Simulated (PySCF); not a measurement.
## Bond curve of GdCl

Set-up: PySCF, spin-free X2C with a Gaussian nucleus, basis sets Gd x2c-TZVPall, Cl x2c-TZVPall. Energies in eV from Gd (4f7 5d1 6s2) + Cl in their ground configurations at the same level. State: octet, about 7.0 electrons in the 4f shell (Mulliken).

| R (Å) | HSE06 |
| --- | --- |
| 2.072 | -3.844 |
| 2.168 | -4.496 |
| 2.264 | -4.849 |
| 2.337 | -4.973 |
| 2.409 | -5.007 |
| 2.481 | -4.974 |
| 2.578 | -4.856 |
| 2.698 | -4.628 |
| 2.843 | -4.291 |
| 3.035 | -3.805 |

Put a parabola through the three lowest points of the HSE06 curve and estimate Re, k and ωe (reduced mass 28.63 u; 1 eV/Å² = 0.16022 mdyn/Å; ωe = 1302.8·√(k/μ) cm⁻¹).

Through R = 2.337, 2.409, 2.481 Å the second-order coefficient is 6.46 eV/Å², so Re ≈ 2.410 Å, k ≈ 2.07 mdyn/Å and ωe ≈ 350 cm⁻¹. A polynomial fit of higher order to the unrounded HSE06 energies gives Re = 2.406 Å, k = 2.07 mdyn/Å, ωe = 350 cm⁻¹; anharmonicity and rounding make the difference.

The higher-order fit for each curve: HSE06: Re = 2.406 Å, ωe = 350 cm⁻¹, De = 5.01 eV.

⟨S²⟩ of the unrestricted solution departs from its pure value on part of the curve, where spin states mix. Spin–orbit coupling is left out, which matters for elements this heavy, above all for dissociation energies. The state is the lowest single determinant that the PBE0 search found; with open d or f shells the true ground state can be another one.
